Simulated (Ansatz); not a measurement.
Calculated with Ansatz (gas phase, PBE0-D4/def2-TZVP geometries, no zero-point term in ΔE). CBS: MP2 limit from def2 TZ/QZ plus the TZ coupled-cluster correction, frozen cores. Functionals use def2-TZVPP. B3LYP here is the variant with VWN-RPA as its local correlation; programs differ in this. HSE06 is defined as in plane-wave codes.

`F[C@H]1CC(F)(F)[C@H](F)C1(F)F` → `F[C@@H]1[C@@H](F)[C@H](F)C(F)(F)[C@@H]1F`  (isomerisation)

```json
{"level": "LDA (SPW92)", "ΔE (kJ/mol)": "58.4", "difference from CCSD(T)/CBS": "5.0"}
{"level": "PBE-D4", "ΔE (kJ/mol)": "51.0", "difference from CCSD(T)/CBS": "-2.4"}
{"level": "revPBE-D4", "ΔE (kJ/mol)": "49.9", "difference from CCSD(T)/CBS": "-3.5"}
{"level": "BLYP-D4", "ΔE (kJ/mol)": "47.8", "difference from CCSD(T)/CBS": "-5.6"}
{"level": "r2SCAN-D4", "ΔE (kJ/mol)": "56.8", "difference from CCSD(T)/CBS": "3.4"}
{"level": "B97M-V", "ΔE (kJ/mol)": "56.3", "difference from CCSD(T)/CBS": "2.9"}
{"level": "PBE0-D4", "ΔE (kJ/mol)": "52.4", "difference from CCSD(T)/CBS": "-1.0"}
{"level": "B3LYP-D4", "ΔE (kJ/mol)": "49.4", "difference from CCSD(T)/CBS": "-4.0"}
{"level": "r2SCANh-D4", "ΔE (kJ/mol)": "56.7", "difference from CCSD(T)/CBS": "3.3"}
{"level": "r2SCAN0-D4", "ΔE (kJ/mol)": "56.7", "difference from CCSD(T)/CBS": "3.3"}
{"level": "HSE06-D4", "ΔE (kJ/mol)": "52.4", "difference from CCSD(T)/CBS": "-1.0"}
{"level": "BHLYP-D4", "ΔE (kJ/mol)": "51.3", "difference from CCSD(T)/CBS": "-2.1"}
{"level": "CAM-B3LYP-D4", "ΔE (kJ/mol)": "51.9", "difference from CCSD(T)/CBS": "-1.5"}
{"level": "ωB97X-V", "ΔE (kJ/mol)": "52.8", "difference from CCSD(T)/CBS": "-0.6"}
{"level": "ωB97M-V", "ΔE (kJ/mol)": "54.0", "difference from CCSD(T)/CBS": "0.6"}
{"level": "B2PLYP", "ΔE (kJ/mol)": "51.4", "difference from CCSD(T)/CBS": "-2.0"}
{"level": "PBE-QIDH", "ΔE (kJ/mol)": "54.9", "difference from CCSD(T)/CBS": "1.5"}
{"level": "PBE", "ΔE (kJ/mol)": "50.4", "difference from CCSD(T)/CBS": "-3.0"}
{"level": "BLYP", "ΔE (kJ/mol)": "46.3", "difference from CCSD(T)/CBS": "-7.1"}
{"level": "PBE0", "ΔE (kJ/mol)": "52.0", "difference from CCSD(T)/CBS": "-1.4"}
{"level": "B3LYP", "ΔE (kJ/mol)": "48.5", "difference from CCSD(T)/CBS": "-4.9"}
{"level": "r2SCANh", "ΔE (kJ/mol)": "56.6", "difference from CCSD(T)/CBS": "3.2"}
{"level": "HSE06", "ΔE (kJ/mol)": "51.9", "difference from CCSD(T)/CBS": "-1.5"}
{"level": "BHLYP", "ΔE (kJ/mol)": "50.7", "difference from CCSD(T)/CBS": "-2.7"}
{"level": "CAM-B3LYP", "ΔE (kJ/mol)": "51.4", "difference from CCSD(T)/CBS": "-2.0"}
{"level": "LC-ωPBE", "ΔE (kJ/mol)": "53.1", "difference from CCSD(T)/CBS": "-0.3"}
{"level": "RPA@PBE/def2-TZVPP", "ΔE (kJ/mol)": "49.4", "difference from CCSD(T)/CBS": "-4.0"}
{"level": "HF/def2-SVP", "ΔE (kJ/mol)": "57.7", "difference from CCSD(T)/CBS": "4.3"}
{"level": "MP2/def2-SVP", "ΔE (kJ/mol)": "65.0", "difference from CCSD(T)/CBS": "11.6"}
{"level": "CCSD/def2-SVP", "ΔE (kJ/mol)": "61.0", "difference from CCSD(T)/CBS": "7.6"}
{"level": "CCSD(T)/def2-SVP", "ΔE (kJ/mol)": "62.1", "difference from CCSD(T)/CBS": "8.7"}
{"level": "HF/def2-TZVPP", "ΔE (kJ/mol)": "50.7", "difference from CCSD(T)/CBS": "-2.7"}
{"level": "MP2/def2-TZVPP", "ΔE (kJ/mol)": "55.5", "difference from CCSD(T)/CBS": "2.1"}
{"level": "SCS-MP2/def2-TZVPP", "ΔE (kJ/mol)": "52.2", "difference from CCSD(T)/CBS": "-1.2"}
{"level": "CCSD/def2-TZVPP", "ΔE (kJ/mol)": "52.4", "difference from CCSD(T)/CBS": "-1.0"}
{"level": "CCSD(T)/def2-TZVPP", "ΔE (kJ/mol)": "53.4", "difference from CCSD(T)/CBS": "0.0"}
{"level": "HF/def2-QZVPP", "ΔE (kJ/mol)": "50.6", "difference from CCSD(T)/CBS": "-2.8"}
{"level": "MP2/def2-QZVPP", "ΔE (kJ/mol)": "55.5", "difference from CCSD(T)/CBS": "2.1"}
{"level": "SCS-MP2/def2-QZVPP", "ΔE (kJ/mol)": "52.1", "difference from CCSD(T)/CBS": "-1.3"}
{"level": "HF/CBS(def2)", "ΔE (kJ/mol)": "50.6", "difference from CCSD(T)/CBS": "-2.8"}
{"level": "CCSD(T)/CBS", "ΔE (kJ/mol)": "53.4", "difference from CCSD(T)/CBS": "0"}
```

Largest T1 diagnostic among the species: 0.012.

At CCSD(T), def2-SVP lies +8.7 kJ/mol from the extrapolated value and def2-TZVPP +0.0 kJ/mol. Leaving LDA and LC-ωPBE aside and taking each functional with its dispersion term where it has one, the values spread over 9.0 kJ/mol, from BLYP-D4 to r2SCAN-D4. LDA lies +8.0 kJ/mol from PBE without D4.

CCSD(T)/CBS has its own doubt, a few kJ/mol and more with outer-core shells, so smaller differences from it don't rank the levels.
